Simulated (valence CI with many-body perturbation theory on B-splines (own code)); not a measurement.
**E1 line list for Re68+**

Calculated by relativistic CI+MBPT: five valence electrons over a frozen Dirac-Fock core [He], radial functions for each j: 9 s, 9 p, 8 d, 6 f, 3 g, 1 h, with the one-electron correlation potential Σ1, the two-electron term Σ2, the three-electron term Σ3, Breit, model QED; selected CI, second order for the rest (own B-spline code, finite nucleus).

The last digits are not significant, and no measured levels were compared; by estimate large intervals hold to a few tenths of a per cent, small ones and those within an open d or f shell to about a per cent. Among the levels kept, up to 1200 cm⁻¹ of a level comes from second order outside the variational space, and about a tenth of that is noise between levels of different J, which matters for small intervals.

Lines 1 to 50 of 262 in falling wavelength, among levels below 93988 × 10³ cm⁻¹, chosen from the strongest by gf and those to the six lowest levels. Wavelengths and rates use the calculated energies. Electric multipoles are in the length gauge, E1 and E2 with the static RPA response of the core. Weak lines are less certain than strong ones. Lines between different terms over intervals too small for the method are left out, as are lines whose strength nearly cancels. The highest levels of a list are the least certain.

Levels are named by their leading jj configuration (3d3/2^4 stands for four electrons in 3d with j = 3/2), which in mixed levels can hold well under half, so a name can repeat and another be missing. Letters in brackets count levels of one name in rising energy.

```
λ vac (Å)                               Upper                               Lower   A (s⁻¹)  S (a.u.)
    140.2      (2s 2p1/2^2 2p3/2 3p1/2) J=5/2     (2s 2p1/2^2 2p3/2 3s) J=3/2 [a]  3.13e+09  2.55e-02
    125.3      (2s^2 2p1/2 2p3/2 3p1/2) J=5/2     (2s^2 2p1/2 2p3/2 3s) J=3/2 [b]  4.43e+09  2.58e-02
    123.9  (2s 2p1/2^2 2p3/2 3p1/2) J=3/2 [b]     (2s 2p1/2^2 2p3/2 3s) J=3/2 [b]  4.94e+09  1.85e-02
    117.0      (2s^2 2p1/2 2p3/2 3p1/2) J=5/2         (2s^2 2p1/2 2p3/2 3s) J=5/2  5.06e+09  2.40e-02
    115.3          (2s^2 2p1/2^2 3p1/2) J=1/2             (2s^2 2p1/2^2 3s) J=1/2  1.15e+10  1.74e-02
    105.4  (2s 2p1/2^2 2p3/2 3p1/2) J=3/2 [a]         (2s 2p1/2^2 2p3/2 3s) J=5/2  1.22e+10  2.83e-02
    104.8      (2s 2p1/2^2 2p3/2 3p1/2) J=5/2         (2s 2p1/2^2 2p3/2 3s) J=5/2  7.87e+09  2.68e-02
    83.10  (2s^2 2p1/2 2p3/2 3p1/2) J=3/2 [b]         (2s^2 2p1/2 2p3/2 3s) J=5/2  1.99e+10  2.25e-02
    63.93  (2s^2 2p1/2 2p3/2 3d5/2) J=3/2 [a]  (2s^2 2p1/2 2p3/2 3p3/2) J=3/2 [b]  2.02e+10  1.04e-02
    63.19  (2s^2 2p1/2 2p3/2 3d5/2) J=3/2 [b]  (2s^2 2p1/2 2p3/2 3p3/2) J=1/2 [b]  2.78e+10  1.39e-02
    61.56      (2s^2 2p1/2 2p3/2 3d5/2) J=1/2  (2s^2 2p1/2 2p3/2 3p3/2) J=1/2 [b]  3.98e+10  9.17e-03
    60.57  (2s^2 2p1/2 2p3/2 3d5/2) J=5/2 [b]  (2s^2 2p1/2 2p3/2 3p3/2) J=5/2 [b]  1.89e+10  1.24e-02
    60.46      (2s 2p1/2^2 2p3/2 3d5/2) J=5/2  (2s 2p1/2^2 2p3/2 3p3/2) J=5/2 [a]  2.75e+10  1.80e-02
    59.61      (2s 2p1/2^2 2p3/2 3d5/2) J=9/2      (2s 2p1/2^2 2p3/2 3p3/2) J=7/2  8.17e+10  8.55e-02
    58.59      (2s 2p1/2^2 2p3/2 3d5/2) J=7/2  (2s 2p1/2^2 2p3/2 3p3/2) J=5/2 [a]  6.91e+10  5.49e-02
    58.50  (2s^2 2p1/2 2p3/2 3d5/2) J=7/2 [a]  (2s^2 2p1/2 2p3/2 3p3/2) J=5/2 [a]  7.06e+10  5.58e-02
    58.26  (2s^2 2p1/2 2p3/2 3d5/2) J=5/2 [b]  (2s^2 2p1/2 2p3/2 3p3/2) J=3/2 [b]  4.27e+10  2.50e-02
    58.21  (2s^2 2p1/2 2p3/2 3d5/2) J=7/2 [b]  (2s^2 2p1/2 2p3/2 3p3/2) J=5/2 [b]  6.45e+10  5.02e-02
    57.32      (2s^2 2p1/2 2p3/2 3d5/2) J=9/2      (2s^2 2p1/2 2p3/2 3p3/2) J=7/2  8.52e+10  7.92e-02
    57.18          (2s^2 2p1/2^2 3d5/2) J=5/2          (2s^2 2p1/2^2 3p3/2) J=3/2  8.68e+10  4.81e-02
    55.43      (2s 2p1/2^2 2p3/2 3d5/2) J=5/2  (2s 2p1/2^2 2p3/2 3p3/2) J=3/2 [a]  5.80e+10  2.92e-02
    55.25  (2s^2 2p1/2 2p3/2 3d5/2) J=5/2 [a]  (2s^2 2p1/2 2p3/2 3p3/2) J=3/2 [a]  6.37e+10  3.18e-02
    54.69  (2s^2 2p1/2 2p3/2 3d5/2) J=3/2 [a]  (2s^2 2p1/2 2p3/2 3p3/2) J=1/2 [a]  5.42e+10  1.75e-02
    51.64      (2s 2p1/2^2 2p3/2 3d5/2) J=7/2      (2s 2p1/2^2 2p3/2 3p3/2) J=7/2  2.09e+10  1.14e-02
    51.11  (2s^2 2p1/2 2p3/2 3d5/2) J=7/2 [b]      (2s^2 2p1/2 2p3/2 3p3/2) J=7/2  1.95e+10  1.03e-02
    48.38  (2s^2 2p1/2 2p3/2 3d5/2) J=3/2 [b]  (2s^2 2p1/2 2p3/2 3p3/2) J=3/2 [a]  4.98e+10  1.11e-02
    39.45      (2s 2p1/2^2 2p3/2 3p3/2) J=7/2  (2s^2 2p1/2 2p3/2 3p3/2) J=5/2 [a]  6.27e+10  1.52e-02
    37.48          (2s 2p1/2^2 2p3/2^2) J=5/2          (2s^2 2p1/2 2p3/2^2) J=5/2  2.10e+10  3.27e-03
    35.03          (2s 2p1/2^2 2p3/2^2) J=5/2          (2s^2 2p1/2 2p3/2^2) J=3/2  3.25e+10  4.13e-03
    32.19          (2s 2p1/2^2 2p3/2^2) J=1/2          (2s^2 2p1/2 2p3/2^2) J=1/2  7.41e+10  2.44e-03
    32.09          (2s 2p1/2^2 2p3/2^2) J=3/2          (2s^2 2p1/2 2p3/2^2) J=1/2  3.04e+07  1.98e-06
    31.84  (2s 2p1/2^2 2p3/2 3d3/2) J=5/2 [b]      (2s^2 2p1/2 2p3/2 3d3/2) J=7/2  5.15e+10  4.92e-03
    31.36  (2s 2p1/2^2 2p3/2 3p3/2) J=5/2 [b]      (2s^2 2p1/2 2p3/2 3p3/2) J=7/2  4.97e+10  4.54e-03
    28.16          (2s 2p1/2^2 2p3/2^2) J=3/2          (2s^2 2p1/2 2p3/2^2) J=5/2  8.56e+10  3.77e-03
    26.82          (2s 2p1/2^2 2p3/2^2) J=1/2          (2s^2 2p1/2 2p3/2^2) J=3/2  1.11e+08  2.12e-06
    26.75          (2s 2p1/2^2 2p3/2^2) J=3/2          (2s^2 2p1/2 2p3/2^2) J=3/2  2.73e+10  1.03e-03
    26.64             (2p1/2^2 2p3/2^3) J=3/2            (2s 2p1/2 2p3/2^3) J=5/2  1.68e+11  6.28e-03
    26.20  (2s 2p1/2^2 2p3/2 3p3/2) J=5/2 [a]     (2s 2p1/2^2 2p3/2 3s) J=3/2 [b]  8.25e+10  4.40e-03
    23.89  (2s^2 2p1/2 2p3/2 3d3/2) J=5/2 [b]  (2s^2 2p1/2 2p3/2 3p1/2) J=3/2 [b]  5.75e+11  2.32e-02
    23.63  (2s^2 2p1/2 2p3/2 3d3/2) J=3/2 [b]  (2s^2 2p1/2 2p3/2 3p1/2) J=3/2 [b]  6.64e+11  1.73e-02
    23.52  (2s^2 2p1/2 2p3/2 3p3/2) J=1/2 [a]     (2s^2 2p1/2 2p3/2 3s) J=3/2 [b]  3.03e+11  3.89e-03
    23.40  (2s^2 2p1/2 2p3/2 3d3/2) J=5/2 [a]      (2s^2 2p1/2 2p3/2 3p1/2) J=5/2  1.89e+11  7.16e-03
    23.31  (2s^2 2p1/2 2p3/2 3p3/2) J=3/2 [a]     (2s^2 2p1/2 2p3/2 3s) J=3/2 [b]  6.28e+11  1.57e-02
    23.29  (2s 2p1/2^2 2p3/2 3p3/2) J=3/2 [a]     (2s 2p1/2^2 2p3/2 3s) J=3/2 [a]  1.15e+12  2.86e-02
    23.18  (2s^2 2p1/2 2p3/2 3d3/2) J=1/2 [b]  (2s^2 2p1/2 2p3/2 3p1/2) J=3/2 [b]  8.49e+11  1.04e-02
    23.14  (2s 2p1/2^2 2p3/2 3d3/2) J=3/2 [b]  (2s 2p1/2^2 2p3/2 3p1/2) J=3/2 [b]  4.06e+11  9.94e-03
    23.12  (2s 2p1/2^2 2p3/2 3d3/2) J=5/2 [a]      (2s 2p1/2^2 2p3/2 3p1/2) J=5/2  5.71e+11  2.09e-02
    23.08  (2s 2p1/2^2 2p3/2 3d3/2) J=5/2 [a]  (2s 2p1/2^2 2p3/2 3p1/2) J=3/2 [a]  4.97e+11  1.81e-02
    23.08  (2s 2p1/2^2 2p3/2 3d3/2) J=3/2 [b]      (2s 2p1/2^2 2p3/2 3p1/2) J=1/2  5.37e+11  1.30e-02
    23.01  (2s^2 2p1/2 2p3/2 3p3/2) J=3/2 [a]         (2s^2 2p1/2 2p3/2 3s) J=5/2  1.50e+11  3.60e-03
```
